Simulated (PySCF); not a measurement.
Working out the electron affinity of Pd

Pd⁻ [Kr] 4d10 5s1 (2S) → Pd [Kr] 4d10 (1S). Computed with PySCF 2.14 in def2-TZVPPD with the def2 core potential (28 electrons) (6s4p3d2f1g, 56 functions), with a scalar-relativistic core potential. Frozen: 4s2 4p6. Energies in hartree (1 hartree = 27.21139 eV):

```csv
part,Pd⁻ (lower),Pd (upper)
UHF,-127.002229,-127.030194
CCSD correlation,-0.352101,-0.328835
(T),-0.017122,-0.013861
```

Task: What does Hartree-Fock give?

Result: (-127.030194) − (-127.002229) = -0.027965 hartree = -0.761 eV.

Task: What do CCSD and CCSD(T) give?

Result: The CCSD correlation energies differ by 0.023266 hartree = 0.633 eV and the triples by 0.003261 hartree = 0.089 eV, so CCSD gives -0.128 eV and CCSD(T) -0.039 eV.

Reference: 0.562 eV (measured; photodetachment measurements, as compiled on the Wikipedia data page of electron affinities).

What remains against the reference includes basis incompleteness, the frozen core and higher excitations.
